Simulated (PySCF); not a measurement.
CH6N2Si2Te.
SMILES with atom numbers: `[N:1]#[C:2][Si@@H:3]([NH2:4])[Te:5][SiH3:6]` (hydrogens: H7 on Si3; H8, H9 on N4; H10, H11, H12 on Si6)

Theory: PBE0-D3(BJ)/def2-SVP geometry optimisation, gas phase, def2 core potentials past Kr in PySCF.

Task: List the bond lengths, angles and torsions at this level.

Result: 
| bond | length (pm) |
| --- | --- |
| N1≡C2 | 116.0 |
| C2–Si3 | 186.2 |
| Si3–N4 | 171.7 |
| Si3–Te5 | 248.2 |
| Te5–Si6 | 251.8 |
| Si3–H7 | 149.1 |
| N4–H8, N4–H9 | 101.4 |
| Si6–H10, Si6–H11, Si6–H12 | 149.1 |

Bonds in one row agree within 1 pm and their mean is given. A selection of angles:
| angle | degrees |
| --- | --- |
| N1–C2–Si3 | 179.5 |
| C2–Si3–N4 | 103.4 |
| C2–Si3–Te5 | 111.5 |
| C2–Si3–H7 | 105.9 |
| N4–Si3–Te5 | 108.7 |
| N4–Si3–H7 | 119.5 |
| Te5–Si3–H7 | 107.8 |
| Si3–N4–H8 | 120.9 |
| H8–N4–H9 | 112.7 |
| Si3–Te5–Si6 | 88.3 |
| Te5–Si6–H10 | 105.6 |
| Te5–Si6–H11 | 109.6 |
| Te5–Si6–H12 | 111.3 |
| H10–Si6–H11 | 110.3 |
| H11–Si6–H12 | 110.7 |

Torsions: C2–Si3–Te5–Si6 -71° (synclinal).

The Si–Te distances run from 2.482 Å (Si3–Te5, drawn single) to 2.518 Å (Te5–Si6, drawn single), a spread of 0.036 Å. Si3 (SiH silicon) is distorted tetrahedral (angles from 103.4° to 119.5°). N4 (silicon-bound nitrogen) has angles 121.3°, 120.9° and 112.7°, sum 354.9°, 0.15 Å off the plane of its three neighbours. Si6 (SiH3 silicon) is distorted tetrahedral (angles from 105.6° to 111.3°). Te5 (tellurium bonded to 2 Si) is bent (angle 88.3°).

Point group: C1 (no symmetry element, even within 0.4 Å). Stationary, but not proved a minimum. The numbers are those of one conformer (C2–Si3–N4–H 171° and -36°, C2–Si3–Te5–Si6 -71°).
